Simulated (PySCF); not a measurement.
## A small calculation by hand: oscillator strength and radiative lifetime

1-fluoro-1-methoxycyclopropane (C4H7FO), SMILES COC1(F)CC1.

The structure is a stationary point at B3LYP-D3(BJ)/def2-SVP. The values are those of a single conformer.

PySCF 2.14.0 with TDDFT-PBE/def2-SVPD puts the first singlet state with f over 0.02 at 6.98 eV (vertical), with the transition dipole (0.074, 0.372, 0.148) in atomic units.

Problem. Find the oscillator strength, the wavelength and the radiative lifetime that this transition would have in vacuum if emission retraced absorption.

Solution. 
|μ|² = 0.1658 au, so |μ| = 1.03 D. ΔE = 6.98/27.211 = 0.2565 hartree. f = (2/3) ΔE |μ|² = 0.028 (the program prints 0.028).
λ = 1239.84/6.98 = 178 nm; ν = 56297 cm⁻¹.
Einstein's coefficient A = 0.6670 ν² f s⁻¹ (ν in cm⁻¹) = 6.0e7 s⁻¹, so τ = 1/A = 17 ns. This state is S2; the lower singlet has f = 0.004. The figure is the radiative limit of this one transition; relaxation, internal conversion, crossing to triplets and a medium change what is measured.
